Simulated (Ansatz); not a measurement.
Ansatz (a program for electronic structure) input (B3LYP/STO-3G):

Ansatz 0.2 input:
```yaml
crystal:
  periodic: [false, false, false]
  atoms:
    - {symbol: C, position_ang: [-1.43278000, -0.39193800, -1.07678700]}
    - {symbol: Si, position_ang: [0.01051700, -0.07688600, 0.16273100]}
    - {symbol: C, position_ang: [1.54925200, -0.37463200, -0.94783900]}
    - {symbol: N, position_ang: [-0.02352800, -0.81601700, 1.63932100]}
    - {symbol: N, position_ang: [-0.07580500, 1.69058300, 0.39281900]}
    - {symbol: H, position_ang: [-1.40744400, -1.42511500, -1.43958200]}
    - {symbol: H, position_ang: [-2.39548200, -0.24460800, -0.57673300]}
    - {symbol: H, position_ang: [-1.39491500, 0.26768700, -1.95365900]}
    - {symbol: H, position_ang: [1.64936000, -1.43465500, -1.20784100]}
    - {symbol: H, position_ang: [2.45537800, -0.07545000, -0.41289200]}
    - {symbol: H, position_ang: [1.50384900, 0.19909200, -1.88090900]}
    - {symbol: H, position_ang: [0.38770200, -1.74189600, 1.70361900]}
    - {symbol: H, position_ang: [-0.91585700, 2.12090300, 0.02625300]}
    - {symbol: H, position_ang: [-0.03332700, 1.88790700, 1.38628300]}
basis:
  gaussian:
    orbitals: STO-3G
hamiltonian:
  xc: {name: B3LYP}
total_charge: -1
output: {forces: true}
```

Output:

```
Functional definition: B3LYP
integrals: 0.01 GiB planned
497 factors; integrals over basis functions are off by at most 4.3e-5 eV
mean field: 0.13 GiB planned
mean field evaluation 1: about -12913.4655 eV, gradient 3.5e1 eV
mean field evaluation 2: about -12891.9008 eV, gradient 9.9e1 eV
mean field evaluation 4: about -12917.8964 eV, gradient 3.2e0 eV
mean field evaluation 8: about -12917.8802 eV, gradient 1.2e-1 eV
mean field -12917.88026577 eV, -474.7233437135 hartree, gradient 2.1e-5 eV, S^2 0.000000; 0 other end points of the search recorded, 0 dependent functions left out
the calculation of the forces begins
reference -12917.88047347 eV, -474.7233513461 hartree; 25, 25 occupied and 13, 13 virtual orbitals, 497 factors
Total energy: -12917.88047347 eV, -474.7233513461 hartree
Atom 0 at    -1.432780    -0.391938    -1.076787 Å, force     0.118175     0.261924    -0.202015 eV/Å
Atom 1 at     0.010517    -0.076886     0.162731 Å, force     0.556818    -1.459493     0.333862 eV/Å
Atom 2 at     1.549252    -0.374632    -0.947839 Å, force    -0.201714     0.201783    -0.296603 eV/Å
Atom 3 at    -0.023528    -0.816017     1.639321 Å, force    -1.482708     2.633589     1.353643 eV/Å
Atom 4 at    -0.075805     1.690583     0.392819 Å, force     1.813414    -0.799982    -1.173632 eV/Å
Atom 5 at    -1.407444    -1.425115    -1.439582 Å, force    -0.077878    -0.103706    -0.106855 eV/Å
Atom 6 at    -2.395482    -0.244608    -0.576733 Å, force    -0.224275     0.021737    -0.085414 eV/Å
Atom 7 at    -1.394915     0.267687    -1.953659 Å, force    -0.167687     0.004586    -0.130182 eV/Å
Atom 8 at     1.649360    -1.434655    -1.207841 Å, force     0.107699    -0.095290    -0.104094 eV/Å
Atom 9 at     2.455378    -0.075450    -0.412892 Å, force     0.223550     0.011604    -0.039041 eV/Å
Atom 10 at     1.503849     0.199092    -1.880909 Å, force     0.179135     0.000021    -0.186093 eV/Å
Atom 11 at     0.387702    -1.741896     1.703619 Å, force     1.062805    -1.951086    -0.684680 eV/Å
Atom 12 at    -0.915857     2.120903     0.026253 Å, force    -1.659392     0.761520    -0.338877 eV/Å
Atom 13 at    -0.033327     1.887907     1.386283 Å, force    -0.247942     0.512794     1.659981 eV/Å
Dipole moment:    -0.106961     0.180184    -0.612377 e Å
```

The dipole moment of an ion depends on the origin.

The geometry given is a B3LYP-D3(BJ)/def2-TZVP minimum.
